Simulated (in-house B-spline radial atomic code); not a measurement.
Functionals against NIST's ionisation energies along a row: C³⁺ to Ne³⁺

Ionisation energies as differences of self-consistent total energies from a B-spline radial code for spherical atoms: all electrons, radial basis limit, scalar-relativistic (one-electron X2C), spin-polarised at highest spin, spherical densities; exact exchange is averaged over the determinants of each configuration. No spin-orbit coupling, Breit or QED terms. NIST's values run from ground level to ground level, so in open shells the differences also hold multiplet and fine-structure energies that spherical high-spin averages miss. Columns give computed minus NIST, in eV; a star marks a semi-empirical value. Species are left out where the tabulated value is theory, is uncertain by more than 0.12 eV, or (13 ions, such as In⁴⁺, Te⁴⁺ and Bi⁴⁺) lies off its series for all methods alike, which flatters the means a little.

```json
{"species": "C³⁺", "shell": "2s", "NIST (eV)": "64.49", "PBE": "+0.46", "BLYP": "+0.68", "BP86": "+0.19", "PBE0": "+0.38", "CAM-B3LYP": "+0.65", "r2SCAN0": "-0.03"}
{"species": "N³⁺", "shell": "2s", "NIST (eV)": "77.47", "PBE": "-0.98", "BLYP": "-1.01", "BP86": "-0.93", "PBE0": "-1.07", "CAM-B3LYP": "-0.93", "r2SCAN0": "-1.52"}
{"species": "O³⁺", "shell": "2p", "NIST (eV)": "77.41", "PBE": "+0.23", "BLYP": "+0.39", "BP86": "+0.25", "PBE0": "+0.33", "CAM-B3LYP": "+0.57", "r2SCAN0": "+0.03"}
{"species": "F³⁺", "shell": "2p", "NIST (eV)": "87.17 ± 0.02*", "PBE": "+0.64", "BLYP": "+0.73", "BP86": "+0.68", "PBE0": "+0.63", "CAM-B3LYP": "+0.81", "r2SCAN0": "+1.00"}
{"species": "Ne³⁺", "shell": "2p", "NIST (eV)": "97.19*", "PBE": "+0.48", "BLYP": "+0.43", "BP86": "+0.49", "PBE0": "+0.50", "CAM-B3LYP": "+0.56", "r2SCAN0": "+1.46"}
```

Q: How do the methods rank, and which species is hardest?

A: Mean absolute (signed) differences: BP86 0.51 (+0.14) eV; PBE 0.56 (+0.16) eV; PBE0 0.58 (+0.15) eV; BLYP 0.65 (+0.24) eV; CAM-B3LYP 0.70 (+0.33) eV; r2SCAN0 0.81 (+0.19) eV. For N³⁺, which loses a 2s electron, the nearest method is off by -0.93 eV, the largest such miss.
